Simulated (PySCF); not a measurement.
This script is equivalent to a calculation on Zn (zinc, neutral).

```python
from pyscf import gto, scf, dft, mp, cc
import basis_set_exchange as bse
mol = gto.M(atom="Zn 0 0 0", charge=0, spin=0, symmetry="D2h",
            basis=gto.basis.parse(bse.get_basis("Sapporo-DKH3-DZP-2012", elements=["Zn"], fmt="nwchem", header=False)),
            nucmod="G")
mf = dft.UKS(mol, xc="M06L").sfx2c1e()
mf.irrep_nelec = {'Ag': (6, 6), 'B1g': (1, 1), 'B2g': (1, 1), 'B3g': (1, 1), 'B1u': (2, 2), 'B2u': (2, 2), 'B3u': (2, 2)}
mf.kernel()
```

(1) What total energy does it give?

(2) Which occupied shell lies highest, and where?

Answers

(1) -1795.799 hartree (calculated).

(2) 4s, at -5.715 eV.
